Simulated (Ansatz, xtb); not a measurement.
## AlFH4SSi: 5 structures ranked

5 gas-phase structures of AlFH4SSi, found in a search over its isomers (lower ones may exist). Each was relaxed with GFN2-xTB; where two conformers were screened, the lower at r2SCAN-D4/def2-SVP is listed:

A. `F[SiH2][S][AlH2]`, a singlet
B. `[F][Al]([SiH3])[SH]`, a singlet
C. `[F][AlH][S][SiH3]`, a singlet
D. `[F][AlH][SiH2]S`, a singlet
E. a singlet given by its coordinates

E (Å):

```csv
atom,x (Å),y (Å),z (Å)
Al,0.9184,-0.8546,0.6870
F,2.1389,-1.0143,-0.4147
S,-0.2280,1.2116,0.3409
Si,-1.4249,-0.8912,0.0379
H,1.3300,-1.0198,2.1476
H,0.2279,1.2755,-0.9060
H,-2.0922,-0.5278,-1.2328
H,-2.4913,-0.5690,1.0043
```

Close contacts (Å): Al1–F2 1.65, Al1–S3 2.39, Al1–Si4 2.43, S3–Si4 2.44, Al1–H5 1.53, S3–H6 1.33, Si4–H7 1.48, Si4–H8 1.47.

Question: Estimate their order in r2SCAN-D4/def2-SVP energy at these geometries, lowest first.

Answer: Calculated order at r2SCAN-D4/def2-SVP: C (0.0), B (14.0), A (22.0), E (25.7), D (30.4) kcal/mol.

Energies above the lowest of each column, in kcal/mol; the last columns are at PBE-D3(BJ)/def2-SVP geometries and were run for some of them only (a dash: not run or not comparable):

| structure | GFN2-xTB | HF/STO-3G | r2SCAN-D4/def2-SVP | PBE-D3(BJ)/def2-SVP | CCSD(T)/def2-SVP + ΔMP2/def2-TZVPP |
| --- | --- | --- | --- | --- | --- |
| C | 0.0 | 0.0 | 0.0 | 0.0 | 0.0 |
| B | 28.6 | 12.4 | 14.0 | 8.2 | 12.0 |
| A | 21.2 | 24.8 | 22.0 | – | – |
| E | 23.1 | 37.7 | 25.7 | – | – |
| D | 29.8 | 28.5 | 30.4 | – | – |

Every level run on C puts it lowest or level with the lowest. Flexible structures stand in one conformer each, not always the lowest. Frequencies (PBE-D3(BJ)/def2-SVP) were run for B, C alone. ΔMP2 is the change of the MP2 energy from the smaller to the larger basis.

Over these structures GFN2-xTB departs from r2SCAN-D4/def2-SVP by 5.0 kcal/mol on average once a common shift is removed. A GFN2-xTB relaxation took about 0.46 s and the r2SCAN-D4/def2-SVP energy about 6 s on a shared host (Ansatz 0.2.0, xtb 6.7.1).
